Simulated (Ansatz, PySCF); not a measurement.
C4H7FSi, SMILES [SiH3]C1=CC[C@H]1F. Atoms are numbered in the order given.

```xyz
13

F     -0.9930     1.5352     0.9794
C     -0.9129     0.7713    -0.1684
C     -1.9639    -0.3685    -0.3030
C     -0.7546    -1.2670    -0.4351
C      0.1669    -0.3026    -0.1978
Si     2.0259    -0.2650    -0.0139
H     -0.8853     1.4629    -1.0282
H     -2.6666    -0.3121    -1.1520
H     -2.5330    -0.5064     0.6300
H     -0.6614    -2.3313    -0.6738
H      2.4082     0.1064     1.3758
H      2.6117     0.7429    -0.9417
H      2.5769    -1.6110    -0.3308
```

Geometry: TPSSh-D3(BJ)/def2-SVP. The structure was generated by enumeration; whether it is a known compound was not checked.

Two levels are set side by side: PBE-D3(BJ)/def2-SVP (Ansatz, a first-principles code) and TPSSh-D3(BJ)/def2-SVP (PySCF). Each level has its own optimised geometry; the coordinates shown are those of the second. Frequencies come from the Hessian of PySCF at each geometry. Differences are taken from unrounded values.

```
quantity                            TPSSh-D3(BJ)
----------------------------------  ------------
mean bond length (Å)                       1.390
bond F1–C2 (Å)                             1.381
bond C2–C3 (Å)                             1.556
bond C2–C5 (Å)                             1.523
bond C3–C4 (Å)                             1.512
bond C4–C5 (Å)                             1.355
bond C5–Si6 (Å)                            1.868
bond C2–H7 (Å)                             1.104
bond C3–H8 (Å)                             1.104
bond C3–H9 (Å)                             1.102
bond C4–H10 (Å)                            1.095
bond Si6–H11 (Å)                           1.488
bond Si6–H12 (Å)                           1.490
bond Si6–H13 (Å)                           1.488
highest harmonic wavenumber (cm⁻¹)          3179
mean harmonic wavenumber (cm⁻¹)             1256
zero-point energy (kcal/mol)               59.24
```

### Question
What does PBE-D3(BJ) give, and how far is it from TPSSh-D3(BJ)? (An estimate is asked for; the answer gives what the named calculation found.)

### Answer

| quantity | PBE-D3(BJ) | PBE-D3(BJ) minus TPSSh-D3(BJ) |
|---|---|---|
| mean bond length (Å) | 1.398 | 0.008 |
| bond F1–C2 (Å) | 1.382 | 0.001 |
| bond C2–C3 (Å) | 1.562 | 0.006 |
| bond C2–C5 (Å) | 1.527 | 0.004 |
| bond C3–C4 (Å) | 1.514 | 0.002 |
| bond C4–C5 (Å) | 1.362 | 0.008 |
| bond C5–Si6 (Å) | 1.871 | 0.003 |
| bond C2–H7 (Å) | 1.114 | 0.010 |
| bond C3–H8 (Å) | 1.112 | 0.008 |
| bond C3–H9 (Å) | 1.110 | 0.008 |
| bond C4–H10 (Å) | 1.103 | 0.008 |
| bond Si6–H11 (Å) | 1.504 | 0.016 |
| bond Si6–H12 (Å) | 1.506 | 0.016 |
| bond Si6–H13 (Å) | 1.504 | 0.016 |
| highest harmonic wavenumber (cm⁻¹) | 3111 | -68 |
| mean harmonic wavenumber (cm⁻¹) | 1215 | -41 |
| zero-point energy (kcal/mol) | 57.30 | -1.94 |

Exact exchange shortens and stiffens bonds; PBE has none. Differences between two approximate levels are no errors against the true value.
